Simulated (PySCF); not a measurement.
Match the calculated data to a structure.

All candidates are C2H14NPSi4.

| technique | computed result |
| --- | --- |
| NMR, other nuclei | isotropic shieldings of nuclei other than C and H, by class: 228 (1 N), 341 (1 Si), 417 (1 Si), 460 (1 Si), 461 (1 Si), 600 (1 P) ppm [GIAO PBE0/pcSseg-1] |
| Dipole | 0.76 D [PBE0/pcSseg-1] |
| Rotational structure | rotational constants A, B, C: 0.983, 0.518, 0.466 GHz [GFN2-xTB] |
| 1H NMR | chemical shifts (computed TMS as zero) by class: 6.24 (1 H), 3.75 (3 H), 3.64 (3 H), 3.00 (1 H), 2.84 (1 H), 2.58 (3 H), 1.07 (2 H) ppm [GIAO PBE0/pcSseg-1] |
| 13C NMR | chemical shifts (computed TMS as zero) by class: 45.0 (1 C), 41.9 (1 C) ppm [GIAO PBE0/pcSseg-1] |

The electronic properties come from PySCF, for the isolated species, density fitting. Levels stand in brackets. The structure is a single GFN2-xTB conformer in the gas phase; no vibrational or solvent corrections. NMR values are class means; diastereotopic atoms form classes of their own.

Task: Which candidate is it?
A. `CN1C[Si]([SiH3])([SiH3])[Si@H]1P`
B. `CC[Si@]1(N)[SiH2][Si@H](P)[SiH2]1`
C. `[SiH3]CN[Si@@H]1C[SiH2][Si@@H]1P`

Result: A. It is `CN1C[Si]([SiH3])([SiH3])[Si@H]1P`. Numbering: `[CH3:1][N:2]1[CH2:3][Si:4]([SiH3:5])([SiH3:6])[Si@H:7]1[PH2:8]`. 2 carbons fall into 2 classes; from least to most shielded: ring sp3 carbon bound to nitrogen [C3] (45.0 ppm), N-methyl carbon [C1] (41.9 ppm). Hydrogen classes from least to most shielded: 1 H on an SiH silicon, Si7 (6.24 ppm), 3 H on an SiH3 silicon, Si6 (3.75 ppm), 3 H on an SiH3 silicon, Si5 (3.64 ppm), 1 H on an sp3 carbon bound to nitrogen, C3 (3.00 ppm), 1 H on an sp3 carbon bound to nitrogen, C3 (2.84 ppm), 3 H on an N-methyl carbon, C1 (2.58 ppm, a mean of values up to 0.5 ppm apart in this geometry), 2 H on a three-coordinate phosphorus, P8 (1.07 ppm, a mean of values up to 0.6 ppm apart in this geometry). The other shieldings belong to: 228 ppm, silicon-bound nitrogen [N2]; 341 ppm, SiH silicon [Si7]; 417 ppm, four-coordinate silicon [Si4]; 460 ppm, SiH3 silicon [Si6]; 461 ppm, SiH3 silicon [Si5]; 600 ppm, three-coordinate phosphorus [P8]. The optimised geometry has point group C1 and is an asymmetric top.

The others, at the same levels:
- `CC[Si@]1(N)[SiH2][Si@H](P)[SiH2]1` fails: its computed 13C shifts are 14.6 (1 C), 11.6 (1 C) ppm, 1H shifts are 4.33 (1 H), 4.27 (2 H), 3.94 (2 H), 1.22 (3 H), 1.07 (2 H), 0.97 (2 H), 0.27 (2 H) ppm and rotational constant A is 1.195 GHz (against 0.983 GHz).
- `[SiH3]CN[Si@@H]1C[SiH2][Si@@H]1P` fails: its computed 13C shifts are 27.5 (1 C), -2.4 (1 C) ppm, 1H shifts are 6.04 (1 H), 4.75 (1 H), 4.75 (1 H), 4.60 (1 H), 3.78 (3 H), 3.02 (1 H), 2.70 (1 H), 1.33 (2 H), 0.76 (1 H), 0.39 (1 H), -0.40 (1 H) ppm and rotational constant A is 1.174 GHz (against 0.983 GHz).

Each candidate is one conformer, not necessarily the lowest. Dipoles, sizes and rotational constants follow the conformer. The torsions of the flexible species, by atom-mapped SMILES:
- `[CH3:1][N:2]1[CH2:3][Si:4]([SiH3:5])([SiH3:6])[Si@H:7]1[PH2:8]`: H–P8–Si7–Si4 -81°, H–P8–Si7–Si4 11°
- `[CH3:1][CH2:2][Si@:3]1([NH2:4])[SiH2:5][Si@H:6]([PH2:7])[SiH2:8]1`: C1–C2–Si3–N4 75°, H–N4–Si3–C2 -40°, H–N4–Si3–C2 178°, H–P7–Si6–Si5 -48°, H–P7–Si6–Si5 44°
- `[SiH3:1][CH2:2][NH:3][Si@@H:4]1[CH2:5][SiH2:6][Si@@H:7]1[PH2:8]`: Si1–C2–N3–Si4 -89°, C2–N3–Si4–C5 -62°, H–P8–Si7–Si6 -47°, H–P8–Si7–Si6 46°
